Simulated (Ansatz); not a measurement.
Gas-phase electronic energies from Ansatz, PBE0-D4/def2-TZVP geometries. CCSD(T)/CBS is the MP2 limit (def2-TZVPP, def2-QZVPP) plus CCSD(T) − MP2 in def2-TZVPP, frozen cores. DFT in def2-TZVPP. HSE06 is defined as in plane-wave codes. Elements past krypton have def2 core potentials. For Br, Se, Sn outer-core shells are correlated without core-valence functions, which leaves a few kJ/mol of doubt a bond. Scalar relativity is left out up to krypton. One conformer a species, not always the lowest.

Consider the redistribution: `[OH][Sn]([OH])([OH])[Br]` + `[SiH3][SeH]` → `[OH][SnH]([OH])[OH]` + `[SeH][SiH2]Br`.

```tsv
level	ΔE (eV)
HSE06-D4	0.05
r2SCAN0	0.05
```

Problem. What does CCSD(T)/CBS give? (Estimate.)

Solution. The calculation gave: +0.07 eV. The listed levels differ from it by -0.02, -0.02 eV.

Problem. What do rigid-rotor, harmonic-oscillator terms from PBE0-D4/def2-TZVP frequencies (298.15 K, 1 bar) make of the CCSD(T)/CBS value? (An estimate is asked.)

Solution. Ansatz gave: ΔZPE = -0.01 eV, ΔH = +0.05 eV, ΔS = -13 J/(mol·K), ΔG = +0.09 eV.

Largest T1 diagnostic among the species: 0.014.

At CCSD(T), def2-SVP lies +0.10 eV from the extrapolated value and def2-TZVPP −0.01 eV. Leaving LDA and LC-ωPBE aside and taking each functional with its dispersion term where it has one, the values, not all of them listed here, spread over 0.07 eV, from ωB97M-V to BLYP-D4. LDA lies −0.08 eV from PBE without D4.
